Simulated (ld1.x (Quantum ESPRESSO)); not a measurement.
# Pt (Z = 78): excitation energies, all-electron against TM semilocal

Pt, norm-conserving Troullier–Martins (semilocal form), made with ld1.x (Quantum ESPRESSO) 7.5 (PBE, scalar-relativistic). Core [Kr] 4d10 4f14, reference 5s2 5p6 5d9 6s1 6p0. Waves: 5p (bound): rc 1.85 bohr; 5d (bound): rc 1.50 bohr; 5s (bound): rc 0.95 bohr. Local part: the s channel. Core correction: none.

Occupied shells without a wave of their own: 6s. They enter only through the test configuration that unscreens the potential.

Energies are relative to the spin-unpolarised reference configuration 5s2 5p6 5d9 6s1 6p0; without spin polarisation the order of configurations can differ from experiment.

```tsv
valence configuration	charge	ΔE all-electron (eV)	error AE − PS (meV)
5s2 5p6 5d8 6s0 6p0	+2	29.160	-191
5s2 5p6 5d7 6s0 6p0	+3	61.376	-251
5s2 5p6 5d9.5 6s0.5 6p0	0	-0.123	-53
5s2 5p6 5d8 6s2 6p0	0	1.005	+129
5s2 5p5 5d9 6s1 6p0	+1	62.151	-139
5s1 5p6 5d9 6s1 6p0	+1	108.490	-82
```

Task: What are ΔE and the potential's error for 5s2 5p6 5d9 6s0 6p0?

Result: ΔE = 9.194 eV all-electron; the error (AE − PS) is -139 meV.

Levels in the configuration 5s2 5p6 5d9.5 6s0.5 6p0:

```
level  all-electron (eV)  pseudo (eV)
   5s           -100.564     -100.600
   5p            -54.835      -54.863
   5d             -5.269       -5.287
   6s             -5.263       -5.375
```

The 6s level has no wave, so the channel is fitted at the deeper level alone: the likely source of the large errors.
